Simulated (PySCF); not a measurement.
Isomers of C3H7NSi, mass 85.035 u with the commonest isotopes. Level of theory: PySCF 2.14.0, PBE0-D3(BJ)/def2-SVP geometry optimisation, gas phase. One conformer each, none proved a minimum here; rigid rotors.

**Question.** Order these by rotational constant A, smallest first.
A. `[SiH3:1][CH2:2][C@H:3]1[CH:4]=[N:5]1` with Si1–C2–C3–C4 -32°
B. `[CH:1]#[C:2][CH2:3][NH:4][SiH3:5]` with C2–C3–N4–Si5 81°
C. `[CH3:1][C:2]#[C:3][SiH2:4][NH2:5]` with C3–Si4–N5–H -68° and 69°

**Answer.** A (8282 MHz), B (9303 MHz), C (13952 MHz).

**Question.** Order these by rotational constant B, largest first.
A. `[CH:1]#[C:2][CH2:3][NH:4][SiH3:5]` with C2–C3–N4–Si5 81°
B. `[SiH3:1][CH2:2][C@H:3]1[CH:4]=[N:5]1` with Si1–C2–C3–C4 -32°
C. `[CH3:1][C:2]#[C:3][SiH2:4][NH2:5]` with C3–Si4–N5–H -68° and 69°

**Answer.** B (2666 MHz), A (1989 MHz), C (1500 MHz).

**Question.** Order these by radius of gyration √(Σ m r²/M), largest first.
A. `[CH3:1][C:2]#[C:3][SiH2:4][NH2:5]` with C3–Si4–N5–H -68° and 69°
B. `[CH:1]#[C:2][CH2:3][NH:4][SiH3:5]` with C2–C3–N4–Si5 81°
C. `[SiH3:1][CH2:2][C@H:3]1[CH:4]=[N:5]1` with Si1–C2–C3–C4 -32°

**Answer.** A (2.078 Å), B (1.870 Å), C (1.658 Å).

| SMILES | point group | Ia (u·Å²) | Ib (u·Å²) | Ic (u·Å²) | κ | μa (D) | μb (D) | μc (D) |
| --- | --- | --- | --- | --- | --- | --- | --- | --- |
| [SiH3]C[C@H]1C=N1 | C1 | 61.02 | 189.58 | 216.91 | -0.89 | 0.34 | 1.11 | 1.86 |
| CC#C[SiH2]N | – | 36.22 | 336.86 | 361.05 | -0.98 | 1.55 | 1.70 | 0.01 |
| C#CCN[SiH3] | C1 | 54.32 | 254.13 | 285.98 | -0.94 | 0.46 | 0.45 | 0.54 |
